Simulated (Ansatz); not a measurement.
Born–Oppenheimer molecular dynamics of CH₁₁NOSi₃ (17 atoms, charge 0, multiplicity 1). It starts from a relaxed structure.

The calculation used RKS PBE0-D4/STO-3G in Ansatz.

```json
{
 "ensemble": "NVE (velocity Verlet)",
 "time step": "0.5 fs",
 "steps asked": "392",
 "starting velocities drawn for": "300 K",
 "seed": "718674"
}
```

First frame:

```xyz
17
Properties=species:S:1:pos:R:3
C -0.914 -2.333 0.295
Si 0.506 -1.435 -0.534
Si 0.217 0.815 -0.487
N 1.828 1.499 -0.820
O -0.791 1.419 -1.743
Si -0.789 1.512 1.417
H -1.864 -2.126 -0.208
H -0.760 -3.416 0.279
H -1.023 -2.030 1.342
H 1.731 -1.784 0.153
H 0.630 -1.916 -1.892
H 2.571 1.005 -0.274
H 1.900 2.494 -0.505
H -0.218 1.296 -2.574
H -0.765 2.951 1.541
H -2.165 1.079 1.478
H -0.113 0.969 2.573
```

**Question.** How far do the bonds stretch over the last three quarters of this one trajectory? (Pairs bonded in most of those frames.)

**Answer.** 
```json
{"bond": "C1–Si2", "mean (Å)": "1.875", "spread (Å)": "0.017", "shortest": "1.84", "longest": "1.90"}
{"bond": "C1–H7", "mean (Å)": "1.096", "spread (Å)": "0.019", "shortest": "1.06", "longest": "1.13"}
{"bond": "C1–H8", "mean (Å)": "1.096", "spread (Å)": "0.016", "shortest": "1.07", "longest": "1.12"}
{"bond": "C1–H9", "mean (Å)": "1.095", "spread (Å)": "0.004", "shortest": "1.08", "longest": "1.10"}
{"bond": "Si2–Si3", "mean (Å)": "2.271", "spread (Å)": "0.020", "shortest": "2.23", "longest": "2.30"}
{"bond": "Si2–H10", "mean (Å)": "1.448", "spread (Å)": "0.023", "shortest": "1.41", "longest": "1.48"}
{"bond": "Si2–H11", "mean (Å)": "1.447", "spread (Å)": "0.021", "shortest": "1.42", "longest": "1.48"}
{"bond": "Si3–N4", "mean (Å)": "1.786", "spread (Å)": "0.023", "shortest": "1.74", "longest": "1.82"}
{"bond": "Si3–O5", "mean (Å)": "1.727", "spread (Å)": "0.039", "shortest": "1.66", "longest": "1.78"}
{"bond": "Si3–Si6", "mean (Å)": "2.264", "spread (Å)": "0.031", "shortest": "2.21", "longest": "2.32"}
{"bond": "N4–H12", "mean (Å)": "1.047", "spread (Å)": "0.008", "shortest": "1.03", "longest": "1.07"}
{"bond": "N4–H13", "mean (Å)": "1.047", "spread (Å)": "0.008", "shortest": "1.03", "longest": "1.06"}
{"bond": "O5–H14", "mean (Å)": "1.019", "spread (Å)": "0.021", "shortest": "0.98", "longest": "1.05"}
{"bond": "Si6–H15", "mean (Å)": "1.445", "spread (Å)": "0.019", "shortest": "1.41", "longest": "1.48"}
{"bond": "Si6–H16", "mean (Å)": "1.447", "spread (Å)": "0.033", "shortest": "1.39", "longest": "1.50"}
{"bond": "Si6–H17", "mean (Å)": "1.445", "spread (Å)": "0.015", "shortest": "1.42", "longest": "1.47"}
```

Mean temperature of the second half: 150 K. The conserved energy stayed within 0.17 meV per atom of its start (net change 0.073 meV per atom), so the integration is sound. The temperature averaged 0.50 of the 300 K drawn at the start: a run that starts near a minimum puts about half its kinetic energy into the potential. A run of 0.2 ps of so small a system gives no equilibrium averages. Limits of this set-up: minimal basis.

Time of the run: 19 min on 1 thread of Intel(R) Xeon(R) Platinum 8375C CPU @ 2.90GHz (Ice Lake), on a shared host, peak memory 0.13 GiB.
